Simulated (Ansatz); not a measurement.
`CB([AsH2])[AsH2]`, charge 0, multiplicity 1.

Task: Give a relaxed structure at PBE0-D4/def2-TZVP (the Gaussian-basis code of Ansatz). (Estimate.)

Result: Ansatz gave: 
Z-matrix (Å, degrees):
```
C
B 1 1.560
H 1 1.093 2 113.9
H 1 1.093 2 114.4 3 126.5
H 1 1.100 2 106.3 3 -116.4
As 2 2.014 1 120.6 3 23.2
As 2 2.016 1 120.6 3 -159.2
H 6 1.516 2 98.5 1 142.2
H 6 1.519 2 98.0 1 45.1
H 7 1.518 2 97.6 1 53.3
H 7 1.516 2 98.4 1 150.0
```
This is one stationary point; other conformers may exist.
